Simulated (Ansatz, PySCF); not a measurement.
FSr (SMILES [F][Sr+]), charge +1, singlet, at a GFN2-xTB geometry (such geometries of metal compounds can be far from the true shape) (core potentials on Sr). Base run: CASSCF(6,4)/def2-SVP in PySCF.

Here is a job for PySCF.
```python
from pyscf import gto, scf, mcscf
import numpy

mol = gto.Mole()
mol.atom = '''
    Sr   -0.00000000   -0.00000000   -0.41292724
    F     0.00000000    0.00000000    1.74347059
'''
mol.basis = 'def2-svp'
mol.ecp = {'Sr': 'def2-svp'}
mol.charge = 1
mol.verbose = 4
mol.build()

mf = scf.RHF(mol)
mf.kernel()
mc = mcscf.CASSCF(mf, 4, 6)
mc.fix_spin_(ss=0.0)
mc.kernel()
occ = numpy.linalg.eigvalsh(mc.fcisolver.make_rdm1(mc.ci, mc.ncas, mc.nelecas))[::-1]
ss = mc.fcisolver.spin_square(mc.ci, mc.ncas, mc.nelecas)[0]
print('natural occupations', occ.round(4), ' <S^2>', round(ss, 4))
```

Programs used: Ansatz (a program for electronic structure), PySCF; a row that names a program was run with it.

Each row names what was changed in the base input (with any setting that the change needs).

```
change                                            ΔE vs base (mEh)                           natural occupations  <S^2> of the state        outcome
------------------------------------------------  ----------------  --------------------------------------------  ------------------  -------------
base                                                         0.000                           2.00 2.00 1.99 0.01                0.00      converged
state_average = 2 states                                    47.856                                             -                   -      converged
code = ansatz                                               -0.003                                             -                   -      converged
active space = 4 electrons, 6 orbitals                      15.824                 2.00 2.00 0.00 0.00 0.00 0.00                0.00      converged
conv_tol = 1e-5                                             15.822                           2.00 2.00 2.00 0.00                0.00      converged
orbitals = fixed (CASCI)                                    15.822                           2.00 2.00 2.00 0.00                0.00      converged
active space = 10 electrons, 9 orbitals                    -88.017  2.00 2.00 1.98 1.98 1.98 0.02 0.02 0.02 0.00                0.00      converged
fix_spin_ = off                                              0.000                           2.00 2.00 1.99 0.01                0.00      converged
active space = 2 electrons, 2 orbitals                      15.826                                     2.00 0.00                0.00      converged
active space = 10 electrons, 8 orbitals                          -                                             -                   -  not converged
orbitals = fixed (CASCI); correction = SC-NEVPT2            -220.2                           2.00 2.00 2.00 0.00                0.00      converged
```

Active orbitals are taken around the Fermi level unless the row says otherwise; CASSCF can end in different local minima, and two programs can end on different orbitals. State-averaged rows give the lowest state.
